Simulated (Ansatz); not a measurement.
Computed with Ansatz on PBE0-D4/def2-TZVP structures; ΔE is electronic, products minus reactants. CBS: MP2 limit from def2 TZ/QZ plus the TZ coupled-cluster correction, frozen cores. DFT in def2-TZVPP. Each species was taken in one conformer, which may not be the lowest.

Reaction (substitution at a C–C bond): `C#CC(C)(N)N` + `C[SiH2]SS` → `C#CSS[SiH2]C` + `CC(N)N`

`C#CC(C)(N)N`:

```xyz
14

C     2.404    0.138   -0.670
C     1.259   -0.026   -0.350
C    -0.165   -0.195    0.006
C    -0.713    1.149    0.493
N    -0.978   -0.635   -1.118
N    -0.252   -1.262    0.991
H     3.421    0.272   -0.955
H    -0.637    1.914   -0.284
H    -0.154    1.493    1.364
H    -1.765    1.024    0.760
H    -0.927    0.037   -1.874
H    -0.611   -1.516   -1.459
H     0.332   -1.056    1.792
H    -1.214   -1.337    1.302
```

`C[SiH2]SS`:

Z-matrix (Å, degrees):
```
C
Si 1 1.861
H 1 1.092 2 110.7
H 1 1.093 2 110.1 3 120.1
H 1 1.092 2 110.3 3 -120.3
S 2 2.151 1 112.2 3 61.0
H 2 1.487 1 110.9 3 -177.5
H 2 1.489 1 111.6 3 -55.0
S 6 2.065 2 98.3 1 60.8
H 9 1.346 6 98.1 2 88.4
```

`C#CSS[SiH2]C`:

```xyz
12

C     3.005    2.099   -0.027
C     1.873    2.171    0.382
S     0.338    2.320    1.031
S    -0.866    1.367   -0.362
Si   -0.667   -0.627    0.432
C    -1.669   -1.756   -0.664
H     4.001    2.034   -0.395
H    -1.168   -0.632    1.830
H     0.772   -0.990    0.427
H    -1.602   -2.783   -0.296
H    -2.722   -1.466   -0.670
H    -1.296   -1.737   -1.690
```

`CC(N)N`:

Z-matrix (Å, degrees):
```
C
C 1 1.521
H 1 1.095 2 111.5
H 1 1.092 2 110.6 3 119.9
H 1 1.093 2 109.8 3 -120.0
N 2 1.450 1 114.9 3 -179.1
N 2 1.450 1 109.0 3 61.9
H 2 1.103 1 108.1 3 -61.1
H 6 1.012 2 110.7 1 60.7
H 6 1.015 2 109.1 1 -58.0
H 7 1.012 2 111.2 1 -57.7
H 7 1.013 2 109.6 1 -177.6
```

```
       species  B2PLYP energy (Eh)
 `C#CC(C)(N)N`          -266.54788
   `C[SiH2]SS`         -1127.26253
`C#CSS[SiH2]C`         -1203.36601
      `CC(N)N`          -190.44118
```

Task: Work out ΔE.

Result: ΔE = (-1203.36601) + (-190.44118) − (-266.54788) − (-1127.26253) = 0.00322 Eh = +8.5 kJ/mol. CCSD(T)/CBS gives +16.2 kJ/mol.

Largest T1 diagnostic among the species: 0.013.

From PBE to PBE0 (25 % exact exchange), in def2-TZVPP and without D4, ΔE moves by +6.4 kJ/mol.
